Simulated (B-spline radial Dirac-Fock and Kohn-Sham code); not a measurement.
**Binding energies of Ca⁷⁺ at several levels of theory**

System: Ca⁷⁺, [Ne] 3s2 3p1.

The density-functional columns are spherical, spin-unpolarised Dirac-Kohn-Sham results without Breit or QED terms: −ε is minus the orbital energy of the initial state and ΔSCF the difference of two total energies. The reference in the last column comes from multi-electron Dirac-Fock with separately optimised hole states, Breit and Lamb-shift corrections added in first order. All numbers are from an atomic code on a B-spline grid, in eV; a selection of levels is shown.

```
     level  PBE −ε  PBE ΔSCF  LDA −ε  LDA ΔSCF  Dirac-Fock
    K (1s)  4091.0    4217.2  4079.6    4205.4      4198.5
   L1 (2s)   548.1     576.3   546.7     574.9       590.1
L2 (2p1/2)   472.0     503.6   471.8     503.4       501.1
L3 (2p3/2)   468.3     499.7   468.0     499.4       497.5
   M1 (3s)   157.4     168.1   157.4     168.1       165.5
 M2,3 (3p)   136.2     146.7   136.5     147.0       146.4
```

Question: Order the estimates of the K (1s) level by their distance from the Dirac-Fock value, nearest first.
A. PBE ΔSCF
B. PBE −ε
C. LDA ΔSCF
D. LDA −ε

Answer: C (6.9 eV), A (18.7 eV), B (107.5 eV), D (118.9 eV).

Values without a named source are computed, but for edge energies of neutral atoms, which are taken from tables.
